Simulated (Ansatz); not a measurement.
System: La, charge 0, doublet.

Total energies in def2-TZVPP, 3 correlated electrons, 4 frozen orbitals. Open shells are spin-unrestricted; no spin-orbit coupling. Cores are frozen in correlated methods (noble-gas shells, and filled d and f shells in the p block). Past Kr the def2 sets carry scalar-relativistic core potentials. The determinant of La ([La], doublet) is a saddle point of the SCF energy; a lower one exists, which strains HF and MP2.

```
method   program  energy (Eh)  minus CCSDT (mEh)
-------  -------  -----------  -----------------
HF        Ansatz    -31.07625              41.55
MP2       Ansatz    -31.10461              13.18
CCSD      Ansatz    -31.11475               3.04
CCSD(T)   Ansatz    -31.11672               1.07
CCSDT     Ansatz    -31.11779               0.00
```

Ansatz is a program for electronic structure.
